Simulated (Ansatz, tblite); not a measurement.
Removing and adding an electron: Al₇P₈H₂₄⁺, a nanocrystal cut from zinc blende AlP (hydrogen-capped). Total charge 1; singlet. Geometry: r2SCAN-D4/def2-SVP. Ansatz, gas phase; energy differences of separate SCF runs; the oxidised species was run as a doublet alone; the reduced species was run as a doublet alone.

Cartesian coordinates in Å:
```
Al 3.617 2.262 -0.520
Al 2.297 -1.565 -2.262
Al -0.325 2.616 -2.365
Al 0.309 0.209 0.845
Al -3.400 0.809 -0.765
Al -0.794 -3.385 -0.709
Al -2.786 -1.692 2.800
P 1.910 3.452 -1.712
P 3.950 0.187 -1.680
P 2.304 1.462 1.369
P 0.967 -1.766 -0.222
P -1.154 1.640 -0.287
P -0.727 -0.400 2.938
P -4.066 -0.248 1.373
P -2.022 -3.512 1.436
H 4.905 3.066 -0.087
H 3.154 -2.893 -2.389
H 1.378 -0.896 -3.362
H -0.003 1.417 -3.347
H -1.188 3.912 -2.664
H -3.249 -0.402 -1.773
H -4.348 2.073 -0.901
H -0.103 -4.802 -0.876
H -1.817 -2.682 -1.691
H -3.396 -2.044 4.213
H 2.562 3.939 -2.878
H 1.803 4.685 -1.012
H 4.645 0.550 -2.866
H 5.040 -0.400 -0.982
H 3.136 0.714 2.244
H 1.988 2.553 2.223
H 1.817 -2.367 0.752
H -1.310 2.713 0.638
H -0.944 0.758 3.731
H 0.206 -1.079 3.767
H -4.557 0.742 2.267
H -5.285 -0.947 1.160
H -1.339 -4.355 2.353
H -3.175 -4.320 1.240
```

The xTB rows come from tblite. HSE06 is defined as in plane-wave codes, on full-range PBE exchange. Single mean-field runs in def2-TZVP are fitted with def2-universal-jkfit. HOMO above LUMO, or a gap near zero within one spin, warns that the state may not be the lowest or that an electron is smeared out.

| level | −HOMO (eV) | vertical IE (eV) | −LUMO (eV) | vertical EA (eV) | HOMO–LUMO gap (eV) | IE − EA (eV) | remarks |
| --- | --- | --- | --- | --- | --- | --- | --- |
| GFN1-xTB | 13.42 | 15.04 | 9.44 | 7.89 | 3.98 | 7.15 | – |
| GFN2-xTB | 13.18 | 14.67 | 9.94 | 8.44 | 3.23 | 6.23 | – |
| PBE-D4/def2-TZVP | 9.31 | – | 5.16 | 3.68 | 4.15 | – | gap within one spin near zero (doublet) |
| PBE0-D4/def2-TZVP | 10.48 | 11.64 | 4.38 | 3.40 | 6.10 | 8.24 | – |
| HSE06-D4/def2-TZVP | 10.09 | 11.55 | 4.75 | 3.44 | 5.34 | 8.12 | gap within one spin near zero (+2 doublet) |

Run but left out: PBE-D4/def2-TZVP (charge +2 doublet: an occupied level 0.03 eV above an empty one).   Raw xTB energy differences between charge states are shifted by several eV; the methods need an empirical correction for them.
